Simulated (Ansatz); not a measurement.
Rb₄I₃. The state is a doublet with charge 0. Geometry PBE0-D4/def2-SVP; atoms count from 1.

Cartesian coordinates in Å:
```
Rb -0.8486 -1.4375 -2.1294
Rb -1.0456 2.4104 -0.4875
Rb 0.7492 -1.8320 4.6675
Rb 3.1030 -0.2658 0.9800
I -3.3810 0.8566 -2.4677
I -0.4488 -0.6770 1.4843
I 1.8718 0.9454 -2.0471
```

In the def2 sets I, Rb take a core potential; there is no spin–orbit coupling. Another isomer (doublet) lies 0.43 eV lower at PBE0-D4/def2-TZVP; other spin states weren't run for this one.

Question: Estimate the Mulliken populations from the PBE0/def2-TZVP orbitals of Ansatz.

Answer: 
```csv
atom,charge (e),spin (α − β)
Rb1,0.71,0.03
Rb2,0.72,0.03
Rb3,0.19,0.72
Rb4,0.69,0.21
I5,-0.76,0.00
I6,-0.78,0.00
I7,-0.76,0.00
```
Mulliken values and Mayer orders depend strongly on the basis.

Question: Where does the spin sit?

Answer: Summed by element: Rb 1.00, I 0.00, of 1 unpaired in all. Largest on single atoms: Rb3 0.72, Rb4 0.21, Rb1 0.03.

Question: And the Mayer bond orders between bonded heavy atoms (over 0.3)?

Answer: Rb3–Rb4 0.31 (4.65 Å).
